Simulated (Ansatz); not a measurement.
`[F][AlH][CH2][GeH3]`. Total charge 0; spin multiplicity 1. The structure was optimised at the PBE0-D4/def2-TZVP level. It is one conformer, not always the lowest.

```xyz
10

F    -0.551   -0.392   -2.813
Al   -1.215   -0.333   -1.301
C    -0.092   -0.785    0.205
Ge    0.958    0.717    0.901
H    -2.724    0.118   -1.212
H    -0.708   -1.155    1.031
H     0.618   -1.571   -0.068
H     0.025    1.893    1.254
H     1.959    1.198   -0.164
H     1.730    0.310    2.168
```

Task: What is the dipole moment at ωB97M-V/def2-TZVPP? (An estimate is asked.)

Result: Ansatz gave: 1.80 D, with components (-0.24, -0.74, 1.63) D in this frame, pointing from negative to positive charge.

Task: And with PBE, r2SCAN, B3LYP? (Best estimate.)

Result: Ansatz gave: PBE 1.78 D, r2SCAN 1.80 D, B3LYP 1.83 D.

Task: Give the Mulliken charges with ωB97M-V, B3LYP, r2SCAN in def2-TZVPP. (Estimate.)

Result: The calculation gave: 
```csv
atom,ωB97M-V,B3LYP,r2SCAN
F1,-0.35,-0.36,-0.37
Al2,0.64,0.64,0.69
C3,-0.55,-0.43,-0.43
Ge4,0.05,0.09,0.10
H5,-0.11,-0.13,-0.15
H6,0.14,0.12,0.10
H7,0.14,0.12,0.10
H8,0.01,-0.02,-0.02
H9,0.02,-0.01,-0.01
H10,0.01,-0.01,-0.02
```

B3LYP here is the variant with VWN-RPA as its local correlation; programs differ in this.
